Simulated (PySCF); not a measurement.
Induced dipoles and field energies

Species: (Cl2Al-mu-OH)2.
Cartesian coordinates in Å at the PBE0-D3(BJ)/def2-SVP level; atoms count from 1:
```xyz
10
Al2Cl4H2O2 angstrom
Al    -0.1093    1.3764   -0.2331
Cl    -1.2688    2.5752    1.0320
Cl     0.8582    2.2891   -1.8492
O      0.9627    0.1899    0.6783
Al     0.1344   -1.3900    0.2322
Cl    -0.8385   -2.2934    1.8509
Cl     1.2923   -2.6048   -1.0192
O     -0.9297   -0.2053   -0.6887
H      1.6899    0.3566    1.2837
H     -1.6664   -0.3706   -1.2826
```

Level: wB97X-D/def2-SVPD (PySCF); nuclei fixed, core orbitals frozen in the response. Permanent dipole (-0.015, 0.021, 0.000) D (1 au = 2.5417 D). Static polarisability (au):

```
x    93.80  -3.14 -11.58
y    -3.14 106.34  -1.89
z   -11.58  -1.89 101.73
```

Only the terms in μ and α are kept: μ(F) = μ + αF and ΔE = −μ·F − ½ F·αF.

Question: What do fields of 0.051 V/Å (0.001 au) along the six axis directions do?

Answer: 
| field along | induced x (D) | induced y (D) | induced z (D) | total size (D) | −μ·F (kJ/mol) | −½F·αF (kJ/mol) |
| --- | --- | --- | --- | --- | --- | --- |
| +x | 0.238 | -0.008 | -0.029 | 0.226 | +0.015 | -0.123 |
| −x | -0.238 | 0.008 | 0.029 | 0.257 | -0.015 | -0.123 |
| +y | -0.008 | 0.270 | -0.005 | 0.292 | -0.022 | -0.140 |
| −y | 0.008 | -0.270 | 0.005 | 0.249 | +0.022 | -0.140 |
| +z | -0.029 | -0.005 | 0.259 | 0.263 | 0.000 | -0.134 |
| −z | 0.029 | 0.005 | -0.259 | 0.260 | 0.000 | -0.134 |

Question: For the field (0.0002, 0.0005, 0.0000) au, what is the induced dipole, and what angle does it make with the field?

Answer: αF = (0.044, 0.134, -0.008) D, at 5.0° to the field. The polarisability along this direction, F·αF/F², is 102.44 au, against a mean of 100.62 au.

Question: Induction energy −ᾱe²/2R⁴ of a unit charge at 7 Å, the molecule taken as a point?

Answer: R = 13.23 bohr, so the energy is −100.6/(2 × 13.23⁴) Eh = -4.31 kJ/mol.

Isolated species at its PBE0-D3(BJ)/def2-SVP geometry (one conformer only).

These values come from a run that also computed excited states and ΔSCF ions. Time: 7.3 min (with the writing of density and orbital grids); peak memory 1.3 GiB. Hardware: Intel Xeon at 2.50 GHz, one thread, no GPU, shared host.

The pairwise dispersion term of wB97X-D wasn't added to the energies; at a given geometry it leaves orbitals and properties as they are.
